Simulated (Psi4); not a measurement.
NO, doublet, at a GFN2-xTB geometry; PBE/aug-cc-pVDZ (Psi4).

Here is a job for Psi4.
```
memory 2 GB

molecule {
0 2
  N    -0.00000000   -0.00000000   -0.61623737
  O     0.00000000    0.00000000    0.53920770
}

set basis aug-cc-pvdz
set reference uks

energy('pbe')
print_variables()
```

The log (banner, timings and long lists left out):

```
   => Loading Basis Set <=

    Name: AUG-CC-PVDZ
    Role: ORBITAL
    Keyword: BASIS

         ---------------------------------------------------------
                                   SCF
               by Justin Turney, Rob Parrish, Andy Simmonett
                          and Daniel G. A. Smith
                              UKS Reference
         ---------------------------------------------------------

  ==> Geometry <==

    Molecular point group: c2v
    Full point group: C_inf_v

    Geometry (in Angstrom), charge = 0, multiplicity = 2:

       Center              X                  Y                   Z               Mass
    ------------   -----------------  -----------------  -----------------  -----------------
         N            0.000000000000     0.000000000000    -0.616082813881    14.003074004430
         O            0.000000000000     0.000000000000     0.539362256119    15.994914619570

  Running in c2v symmetry.

  Rotational constants: A = ************  B =      1.69116  C =      1.69116 [cm^-1]
  Rotational constants: A = ************  B =  50699.70326  C =  50699.70326 [MHz]
  Nuclear repulsion =   25.647193940184454

  Charge       = 0
  Multiplicity = 2
  Electrons    = 15
  Nalpha       = 8
  Nbeta        = 7

  ==> Algorithm <==

  SCF Algorithm Type is DF.
  DIIS enabled.
  MOM disabled.
  Fractional occupation disabled.
  Guess Type is SAD.
  Energy threshold   = 1.00e-06
  Density threshold  = 1.00e-06
  Integral threshold = 1.00e-12

  ==> Primary Basis <==

  Basis Set: AUG-CC-PVDZ
    Blend: AUG-CC-PVDZ
    Number of shells: 18
    Number of basis functions: 46
    Number of Cartesian functions: 50
    Spherical Harmonics?: true
    Max angular momentum: 2

  ==> DFT Potential <==

   => LibXC <=

    Version 7.1.2
    S. Lehtola, C. Steigemann, M. J. T. Oliveira, and M. A. L. Marques,  SoftwareX 7, 1–5 (2018) (10.1016/j.softx.2017.11.002)

   => Composite Functional: PBE <=

    PBE GGA Exchange-Correlation Functional

    J.P. Perdew et. al., Phys. Rev. Lett., 77(18), 3865-3868, 1996

    Deriv               =              1
    GGA                 =           TRUE
    Meta                =          FALSE

    Exchange Hybrid     =          FALSE
    MP2 Hybrid          =          FALSE

   => Exchange Functionals <=

    1.0000     XC_GGA_X_PBE

   => Correlation Functionals <=

    1.0000     XC_GGA_C_PBE

   => LibXC Density Thresholds  <==

    XC_GGA_C_PBE:  1.00E-12
    XC_GGA_X_PBE:  1.00E-15

   => Molecular Quadrature <=

    Radial Scheme          =       TREUTLER
    Pruning Scheme         =           NONE
    Nuclear Scheme         =       TREUTLER

    Blocking Scheme        =         OCTREE
    BS radius alpha        =              1
    Pruning alpha          =              1
    Radial Points          =             75
    Spherical Points       =            302
    Total Points           =          44637
    Total Blocks           =            408
    Max Points             =            256
    Max Functions          =             46
    Weights Tolerance      =       1.00E-15

   => Loading Basis Set <=

    Name: (AUG-CC-PVDZ AUX)
    Role: JKFIT
    Keyword: DF_BASIS_SCF

  ==> Integral Setup <==

  SCF_SUBTYPE=INCORE selected. In-core MEM_DF algorithm will be used.
  Using in-core AOs.

  ==> MemDFJK: Density-Fitted J/K Matrices <==

    J tasked:                   Yes
    K tasked:                    No
    wK tasked:                   No
    Algorithm:                 Core
    Schwarz Cutoff:           1E-12
    Mask sparsity (%):       0.0000
    Fitting Condition:        1E-10

   => Auxiliary Basis Set <=

  Basis Set: (AUG-CC-PVDZ AUX)
    Blend: AUG-CC-PVDZ-JKFIT
    Number of shells: 56
    Number of basis functions: 172
    Number of Cartesian functions: 202
    Spherical Harmonics?: true
    Max angular momentum: 3

  Minimum eigenvalue in the overlap matrix is 1.1135219065E-03.
  Reciprocal condition number of the overlap matrix is 2.7172161591E-04.
    Using symmetric orthogonalization.

  ==> Pre-Iterations <==

  SCF Guess: Superposition of Atomic Densities via on-the-fly atomic UHF (no occupation information).

   -------------------------
    Irrep   Nso     Nmo
   -------------------------
     A1        22      22
     A2         4       4
     B1        10      10
     B2        10      10
   -------------------------
    Total      46      46
   -------------------------

  ==> Iterations <==

                           Total Energy        Delta E     RMS |[F,P]|

   @DF-UKS iter SAD:  -129.46778714513852   -1.29468e+02   0.00000e+00
   @DF-UKS iter   1:  -129.74054868018095   -2.72762e-01   1.14353e-02 ADIIS/DIIS
   @DF-UKS iter   2:  -129.73987320452994    6.75476e-04   1.15068e-02 ADIIS/DIIS
   @DF-UKS iter   3:  -129.78354955857722   -4.36764e-02   8.16586e-04 ADIIS/DIIS
   @DF-UKS iter   4:  -129.78323941156327    3.10147e-04   1.37820e-03 ADIIS/DIIS
   @DF-UKS iter   5:  -129.78373456485264   -4.95153e-04   1.95761e-04 ADIIS/DIIS
   @DF-UKS iter   6:  -129.78374471625386   -1.01514e-05   1.28063e-05 DIIS
   @DF-UKS iter   7:  -129.78374490423587   -1.87982e-07   5.22241e-06 DIIS
   @DF-UKS iter   8:  -129.78374493052854   -2.62927e-08   1.50560e-06 DIIS
   @DF-UKS iter   9:  -129.78374493223964   -1.71110e-09   1.47469e-07 DIIS
  Energy and wave function converged.

  ==> Post-Iterations <==

   Electrons on quadrature grid:
      Nalpha   =    7.9999999927 ; deviation = -7.297e-09
      Nbeta    =    7.0000000600 ; deviation = 5.999e-08
      Ntotal   =   15.0000000527 ; deviation = 5.270e-08

   @Spin Contamination Metric:   1.767652624E-03
   @S^2 Expected:                7.500000000E-01
   @S^2 Observed:                7.517676526E-01
   @S   Expected:                5.000000000E-01
   @S   Observed:                5.000000000E-01

    Orbital Energies [Eh]
    ---------------------

    Alpha Occupied:

       1A1   -18.911778     2A1   -14.135896     3A1    -1.160047
       4A1    -0.624922     1B1    -0.473291     1B2    -0.473045
       5A1    -0.432647     2B1    -0.166265

    Alpha Virtual:

       2B2    -0.157665     6A1     0.025140     7A1     0.064258
       3B1     0.071334     3B2     0.074596     8A1     0.135841
       4B1     0.152209     4B2     0.156689     9A1     0.270083
      10A1     0.357171     1A2     0.445433    11A1     0.446655
       5B1     0.623339     5B2     0.624916    12A1     0.652364
      13A1     0.722842     6B1     0.758297     6B2     0.762768
       2A2     0.846279    14A1     0.847207     7B1     0.926900
       7B2     0.931262    15A1     0.954356    16A1     1.240812
       8B2     1.348476     8B1     1.352371    17A1     1.775137
       3A2     2.002539    18A1     2.006444     9B2     2.095659
       9B1     2.097793    19A1     2.389627    20A1     2.905398
       4A2     3.041993    21A1     3.043652    10B2     3.323013
      10B1     3.325735    22A1     3.476527

    Beta Occupied:

       1A1   -18.903208     2A1   -14.122672     3A1    -1.143110
       4A1    -0.597551     1B2    -0.463446     1B1    -0.425415
       5A1    -0.412199

    Beta Virtual:

       2B2    -0.142665     2B1    -0.099123     6A1     0.031320
       7A1     0.073916     3B2     0.078876     3B1     0.086605
       8A1     0.140768     4B2     0.160955     4B1     0.166738
       9A1     0.277052    10A1     0.373466     1A2     0.460946
      11A1     0.461171     5B2     0.628400     5B1     0.645034
      12A1     0.660343    13A1     0.739836     6B2     0.772121
       6B1     0.799680     2A2     0.859672    14A1     0.860106
       7B2     0.936572     7B1     0.956076    15A1     0.961712
      16A1     1.256173     8B2     1.351483     8B1     1.373570
      17A1     1.789145    18A1     2.048191     3A2     2.048999
       9B2     2.100598     9B1     2.131979    19A1     2.410102
      20A1     2.919522    21A1     3.068188     4A2     3.068525
      10B2     3.327285    10B1     3.356841    22A1     3.490746

    Final Occupation by Irrep:
             A1    A2    B1    B2
    DOCC [     5,    0,    1,    1 ]
    SOCC [     0,    0,    1,    0 ]
    NA   [     5,    0,    2,    1 ]
    NB   [     5,    0,    1,    1 ]

  @DF-UKS Final Energy:  -129.78374493223964

   => Energetics <=

    Nuclear Repulsion Energy =             25.6471939401844544
    One-Electron Energy =                -227.5449240841660981
    Two-Electron Energy =                  87.3183289176210309
    DFT Exchange-Correlation Energy =     -15.2043437058790278
    Empirical Dispersion Energy =           0.0000000000000000
    VV10 Nonlocal Energy =                  0.0000000000000000
    Total Energy =                       -129.7837449322396424

  UHF NO Occupations:
  HONO-2 :    5 A1 1.9996763
  HONO-1 :    1 B1 1.9996246
  HONO-0 :    2 B1 1.0000000
  LUNO+0 :    3 B1 0.0003754
  LUNO+1 :    6 A1 0.0003237
  LUNO+2 :    2 B2 0.0001112
  LUNO+3 :    7 A1 0.0000616

Computation Completed

Properties will be evaluated at   0.000000,   0.000000,   0.000000 [a0]

Properties computed using the SCF density matrix

 Multipole Moments:

 ------------------------------------------------------------------------------------
     Multipole            Electronic (a.u.)      Nuclear  (a.u.)        Total (a.u.)
 ------------------------------------------------------------------------------------

 L = 1.  Multiply by 2.5417464519 to convert [e a0] to [Debye]
 Dipole X            :          0.0000000            0.0000000            0.0000000
 Dipole Y            :          0.0000000            0.0000000            0.0000000
 Dipole Z            :          0.0861597            0.0043810            0.0905408
 Magnitude           :                                                    0.0905408

 ------------------------------------------------------------------------------------

  Variable Map:
  ----------------------------------------------------------------------------
  "CURRENT ENERGY"              =>    -129.783744932240
  "CURRENT REFERENCE ENERGY"    =>    -129.783744932240
  "DD SOLVATION ENERGY"         =>       0.000000000000
  "DFT FUNCTIONAL TOTAL ENERGY" =>    -129.783744932240
  "DFT TOTAL ENERGY"            =>    -129.783744932240
  "DFT VV10 ENERGY"             =>       0.000000000000
  "DFT XC ENERGY"               =>     -15.204343705879
  "GRID ELECTRONS ALPHA"        =>       7.999999992703
  "GRID ELECTRONS BETA"         =>       7.000000059995
  "GRID ELECTRONS TOTAL"        =>      15.000000052698
  "NUCLEAR REPULSION ENERGY"    =>      25.647193940184
  "ONE-ELECTRON ENERGY"         =>    -227.544924084166
  "PCM POLARIZATION ENERGY"     =>       0.000000000000
  "PE ENERGY"                   =>       0.000000000000
  "SCF ITERATION ENERGY"        =>    -129.783744932240
  "SCF ITERATIONS"              =>       9.000000000000
  "SCF TOTAL ENERGY"            =>    -129.783744932240
  "TWO-ELECTRON ENERGY"         =>      87.318328917621
  "XC GRID RADIAL POINTS"       =>      75.000000000000
  "XC GRID SPHERICAL POINTS"    =>     302.000000000000
  "XC GRID TOTAL POINTS"        =>   44637.000000000000

  Array Variable Map:
  ----------------------------------------------------------------------------
  "CURRENT DIPOLE"              =>       0.000000000000 ... 0.090540778632 1 by 3
  "SCF DIPOLE"                  =>       0.000000000000 ... 0.090540778632 1 by 3
  "SCF TOTAL ENERGIES"          =>    -129.467787145139 ... -129.783744932240 1 by 10
```
